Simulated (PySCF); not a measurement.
Species: C₂H₅FGeO.
Cartesian coordinates in Å at the PBE0-D3(BJ)/def2-SVP level; atoms count from 1:
```xyz
10
C2H5FGeO angstrom
C     -1.4347    0.2734   -0.3153
C     -0.2877    0.3621    0.6450
O     -0.3573    0.8507    1.7455
Ge     1.4911   -0.3733    0.0966
F      1.2879   -1.0402   -1.5111
H     -1.6691   -0.7878   -0.5020
H     -1.1487    0.6978   -1.2908
H     -2.3159    0.7883    0.0924
H      1.9341   -1.5253    1.0096
H      2.5477    0.7376   -0.0030
```

Linear response at wB97X-D/def2-SVPD (PySCF, frozen core in the response, non-relativistic). Relativistic effects, spin–orbit coupling among them, are left out although an element past zinc is present.

Static isotropic polarisability: 57.97 au (8.59 Å³), principal values 48.6, 57.8, 67.5 au.

Problem. What is the polarisability at 1064 nm and at the sodium D line?

Solution. 58.50 au at 1064 nm (+0.9 %), 59.77 au at 589.3 nm (+3.1 %). The rise at 589.3 nm is 3.39 times that at 1064 nm; a pure ω² law gives 3.26. The lowest singlet lies at 336 nm, shorter than both wavelengths.

Problem. What is the isotropic C6 coefficient between two such molecules, C6 = (3/π)∫α(iω)² dω?

Solution. 1336 au (Eh·bohr⁶) by a ten-point quadrature over imaginary frequencies, which is 798 eV·Å⁶ or 77 J·nm⁶/mol.

Problem. Which effective excitation energy ω̄ makes London's formula C6 = (3/4)α²ω̄ exact here?

Solution. ω̄ = 4·C6/(3α²) = 0.530 Eh = 14.4 eV. A one-pole form α(ω) = α/(1 − ω²/ω̄²) fitted to the 1064 nm value gives 12.2 eV. London's choice of the ionisation energy (9.51 eV, ΔSCF at the same level) gives C6 = 881 au, 34 % too low.

Problem. How anisotropic is the static polarisability, by Δα² = ½[(α1 − α2)² + (α2 − α3)² + (α3 − α1)²]?

Solution. Δα = 16.4 au, or 0.28 of the isotropic value.

Problem. What n − 1 at the D line would an ideal gas of it have at 273.15 K and 1 atm (2.6868 × 10¹⁹ cm⁻³), by n − 1 = 2π·N·α′?

Solution. 14.95 × 10⁻⁴, a formal value whether or not that pressure can be reached.

Problem. How many electrons N does the Slater–Kirkwood formula C6 = (3/4)·√N·α^(3/2) need to give this C6?

Solution. N = (4·C6/3)²/α³ = 16.3; the species has 66 electrons in all.

Problem. What molar refraction at the D line follows from R = (4π/3)·N_A·α′, with α′ the polarisability volume?

Solution. α′ = 8.86 Å³ gives R = 22.34 cm³/mol, for isolated, non-vibrating species.

Problem. The lowest 10 singlets have (eV, f): 3.69, 0.002; 6.15, 0.002; 6.94, 0.031; 7.55, 0.109; 7.76, 0.004; 7.99, 0.325; 8.16, 0.063; 8.16, 0.001; 8.36, 0.014; 8.74, 0.086. What share of the static polarisability do they carry in the sum over states α = Σ f/ω²?

Solution. 7.54 au, 13.0 % of α; the largest term, 3.77 au, is that of the state at 7.99 eV. Their oscillator strengths add up to 0.64. Higher states carry the rest.

Problem. What three-body coefficient follows from the one-pole estimate C9 = (3/4)·α·C6?

Solution. 58100 au. This is an estimate from the two numbers above, not a computed integral.

Time: 48 s wall; peak memory 0.76 GiB. Hardware: one thread of an Arm Neoverse V2 (shared host). This is the whole response run at wB97X-D/def2-SVPD, SCF included.

One conformer stands for the species.

Note: wB97X-D ran without an empirical dispersion term, which enters the total energy and its gradient alone.
